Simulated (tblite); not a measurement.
C₄H₁₃NSi.
Z-matrix (Å and degrees, GFN2-xTB geometry), rows numbered from 1:
```
C 
Si  1  1.8963
N   2  1.7189  1  108.15
C   3  1.4471  2  125.49  1   -48.92
C   4  1.5309  3  111.96  2   -84.77
C   4  1.5287  3  109.62  2   152.10
H   1  1.0859  2  111.37  3   -50.38
H   1  1.0857  2  110.53  3  -170.03
H   1  1.0864  2  112.02  3    70.41
H   2  1.4655  1  111.97  3   113.86
H   2  1.4777  1  107.81  3  -125.86
H   3  1.0100  2  116.83  1   163.00
H   4  1.0942  3  106.87  2    34.23
H   5  1.0871  4  110.56  3   177.35
H   5  1.0887  4  110.13  3   -62.58
H   5  1.0873  4  110.05  3    57.03
H   6  1.0888  4  110.28  3    65.06
H   6  1.0870  4  109.99  3   -54.58
H   6  1.0870  4  110.46  3  -174.82
```

Calculated harmonic vibrations of the isolated species, GFN2-xTB (tblite), most abundant isotopes, no scaling. Against measured fundamentals such values can be off by several per cent, at times by over 20. Modes of hydrogen on silicon can be 10 to 20 % off. One conformer, not necessarily the lowest.

Harmonic wavenumbers (cm⁻¹): 38.6, 75.9, 130.6, 144.1, 194.4, 220.3, 281.9, 327.5, 389.5, 454.5, 486.6, 541.2, 595.1, 701.3, 733.3, 789.9, 817.3, 830.0, 857.1, 920.1, 940.5, 968.4, 1041.0, 1131.8, 1141.3, 1189.6, 1274.1, 1310.5, 1376.3, 1390.7, 1395.9, 1409.2, 1487.9, 1492.9, 1495.5, 1496.5, 1502.3, 1504.5, 2123.4, 2234.8, 2945.0, 3018.7, 3024.2, 3033.4, 3034.2, 3039.4, 3040.1, 3040.9, 3044.1, 3047.6, 3429.9.

A = 4506, B = 1490, C = 1414 MHz; mass 103.082 u (most abundant isotopes); point group C1, symmetry number 1.

Q: What is the zero-point energy?

A: ½Σν̃ = 35567 cm⁻¹ = 425.48 kJ/mol.

Q: Entropy at 500 K, 1 bar (ideal gas, RRHO, classical rotation)?

A: Translation 177.41, rotation 123.25, vibration 195.42: S = 496.1 J/(mol K).

Q: And Cp and H(500 K) − H(0)?

A: Cp = 226.10 J/(mol K), of which vibrations give 192.84 (their classical limit is 51 R = 424.0); H(500 K) − H(0) = 66.62 kJ/mol without the zero-point energy, 49.99 from vibrations.

Q: What must be added to the electronic energy to get the Gibbs energy at 500 K and 1 bar?

A: ZPE + [H(500 K) − H(0)] − T·S = 425.48 + 66.62 − 248.04 = 244.06 kJ/mol.

Q: How do the functions run with temperature in this model?

A: 
```tsv
T (K)	S (J/(mol K))	Cp (J/(mol K))	H − H(0) (kJ/mol)	G − H(0) (kJ/mol)	ln q(vib)
150	315.8	95.3	9.62	-37.76	2.93
250	373.5	134.2	21.08	-72.30	5.40
298.15	398.8	153.4	28.00	-90.90	6.58
400	449.4	192.4	45.65	-134.13	9.06
600	539.9	254.7	90.70	-233.25	13.86
900	656.1	317.8	177.27	-413.18	20.70
```

q(vib) and H(0) count from the zero-point level.

Q: Which modes carry the vibrational entropy at 500 K?

A: 38.6 cm⁻¹: 26.59; 75.9 cm⁻¹: 20.98; 130.6 cm⁻¹: 16.50; 144.1 cm⁻¹: 15.69; 194.4 cm⁻¹: 13.25; 220.3 cm⁻¹: 12.24 J/(mol K); the other 45 give 90.16 together.

Hindered rotation and anharmonicity are outside this model. Other conformers, if any are populated, would add a mixing term that is left out. The structure is chiral; the term R ln 2 for an equal mix with its mirror image is left out.

The run took 0.98 s wall on Arm Neoverse N1, one thread, shared host. This covers the Hessian and the dipole derivatives.
